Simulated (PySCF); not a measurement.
In(F)3 cation (F₃In), SMILES [F][In]([F])[F] (connectivity only; charge and spin as stated), charge +1, multiplicity 2.

The structure is a stationary point at B3LYP-D3(BJ)/def2-SVP. The spin state was assumed, not searched. The isomer is the one that the SMILES or the coordinates give; other isomers of the formula were not compared. The def2 effective core potentials stand for the cores of In; spin–orbit coupling is left out.

Method: TDA-PBE/def2-SVPD (PySCF 2.14.0).

Vertical excitations. The molecule is in vacuum.

Computed UV-visible absorptions:
| state | energy (eV) | λ (nm) | f | main pairs |
|---|---|---|---|---|
| root 1 | 1.03 | 1208 | 0.000 | β HOMO→LUMO 100 % |
| root 2 | 1.13 | 1098 | 0.000 | β HOMO−1→LUMO 100 % |
| root 3 | 1.31 | 945 | 0.000 | β HOMO−2→LUMO 100 % |
| root 4 | 2.12 | 585 | 0.000 | β HOMO−3→LUMO 100 % |
| root 5 | 2.19 | 567 | 0.000 | β HOMO−4→LUMO 100 % |
| root 6 | 2.61 | 474 | 0.001 | β HOMO−5→LUMO 67 %, β HOMO−6→LUMO 32 % |
| root 7 | 3.83 | 324 | 0.001 | α HOMO→LUMO 62 %, β HOMO→LUMO+1 35 % |
| root 8 | 3.85 | 322 | 0.021 | β HOMO−6→LUMO 37 %, β HOMO−7→LUMO 30 %, β HOMO→LUMO+1 14 %, β HOMO−5→LUMO 11 % |
| root 9 | 3.92 | 317 | 0.000 | α HOMO−1→LUMO 58 %, β HOMO−1→LUMO+1 41 % |
| root 10 | 4.31 | 288 | 0.000 | α HOMO→LUMO 22 %, β HOMO−7→LUMO 38 %, β HOMO→LUMO+1 34 % |
Unrestricted roots are not spin-pure.
